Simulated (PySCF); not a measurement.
Species: K2.
Geometry (CAM-B3LYP/def2-SVP, Å), atoms numbered from 1 in this order:
```
atom  x, y, z in Å
K1     1.9682   -0.0054   -0.0049
K2    -1.9654    0.0009   -0.0124
```

Computed, not measured: CAM-B3LYP/def2-SVP geometry optimisation, gas phase (PySCF 2.14.0).

Masses are those of the commonest isotopes; rigid-rotor values at the optimised geometry. 

Task: What are the moment of inertia and the rotational constant?

Result: I = 301.452 u·Å², B = 505379 MHz·u·Å²/I = 1676 MHz (0.0559 cm⁻¹, or 0.080 K as hB/k). For two atoms I = μr² with μ = 19.4819 u and r = 3.9336 Å.

Task: List the first levels of a rigid rotor in a Σ state.

Result: E(J) = BJ(J+1): J = 1: 0.112, J = 2: 0.336, J = 3: 0.671, J = 4: 1.118, J = 5: 1.678, J = 6: 2.349 cm⁻¹.

Task: Has it a pure rotational spectrum?

Result: Not by electric dipole: D∞h allows no dipole (computed 0.00 D). Rotational Raman lines (ΔJ = 2) lie at B(4J + 6), spaced by 4B = 0.224 cm⁻¹, with nuclear-spin weights that differ between even and odd J.

CAM-B3LYP/def2-SVP frequencies: not computed here. Constants of a rigid frame at the computed geometry: no zero-point averaging, no centrifugal distortion.

Time: 3.9 s; peak memory 0.28 GiB. Hardware: an Arm Neoverse V1 with one thread, shared host with 32 logical CPUs at a one-minute load of 10. These figures are those of the optimisation.
